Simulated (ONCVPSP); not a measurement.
aluminium: one change to an ONCV potential, before and after

```
Element                 : aluminium
Generator               : ONCVPSP 4.0.1
Type                    : optimised norm-conserving Vanderbilt (ONCV)
Functional              : PBE
Relativity              : scalar-relativistic
Frozen core             : [Ne]
Valence charge          : 3
Reference configuration : 3s1 (charge +2)
Partial waves           : 3s: rc 1.90 bohr, ncon 4, nbas 9, qcut 4.2 1/bohr, 1 projector; p scattering state at 0.11 Ha: rc 1.55 bohr, ncon 4, nbas 7, qcut 4.4 1/bohr, local; d scattering state at 0.32 Ha: rc 2.00 bohr, ncon 3, nbas 6, qcut 5.5 1/bohr, 3 projectors, debl 3.4 Ha
Local potential         : the p channel
Core correction         : Teter function fitted to the true core (icmod 2), fcfact 0.2
```

In the p channel the program set the typed energies aside and used 0.050 Ha. In the d channel the program set the typed energies aside and used 0.050, 3.450, 6.850 Ha.

Change: reference 3s1 3p2; waves 3s: rc 1.55 bohr, ncon 4, nbas 9, qcut 5.1 1/bohr, 1 projector; 3p: rc 1.55 bohr, ncon 4, nbas 7, qcut 4.4 1/bohr, local.

Cutoffs: the cutoffs (Ha) at which the residual kinetic energy of the hardest occupied pseudo-wave falls to 1 and 0.1 mHa per electron; they do not see the model core or the augmentation charge, which bear on the density cutoff. Errors are all-electron minus pseudo energies relative to the spin-unpolarised reference configuration.

**Question.** What does the change do?

**Answer.** The potential gets harder (6.5 Ha and 8.5 Ha → 32 Ha and 59 Ha); the range in which the p phases agree narrows (upper end 2.5 → 0.4); neither file shows a bound ghost.

| quantity | base | changed |
| --- | --- | --- |
| cutoff, loose | 6.5 Ha | 32 Ha |
| cutoff, tight | 8.5 Ha | 59 Ha |
| bound ghosts | none | none |
| GHOST(+) flags under 300 eV | none | s at 138.8 eV |
| largest error over its own tests, meV | +216 | +25 |
| p: phases at 1.57 bohr within 0.05 rad from the reference energy up to (Ha; the scan ends near 5) | 2.5 | 0.4 |
| d: phases at 2.03 bohr within 0.05 rad from the reference energy up to (Ha; the scan ends near 5) | to the end of the scan | to the end of the scan |
| rms error of d²Exc/dni dnj with the model core, mHa | 14.56 | 1.85 |

Base: The cutoffs count occupied waves only; projector 2 of the d channel, the hardest unoccupied one, needs 27 Ha at the loose tolerance.
